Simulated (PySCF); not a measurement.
A structure optimised at PBE-D3(BJ)/def2-SVP, used in a PySCF frequency run:

```
Si
F 1 1.6240
O 1 1.6492 2 111.01
H 3 0.9742 1 115.70 2 77.20
Cl 1 2.0416 2 108.22 3 -117.57
Br 1 2.2157 2 106.76 3 122.17
```

Task: Write its SMILES and formula.

Result: O[Si](F)(Cl)Br, BrClFHOSi

Task: What are its rotational constants (standard atomic weights)?

Result: 2.7046, 1.2240, 1.0809 GHz
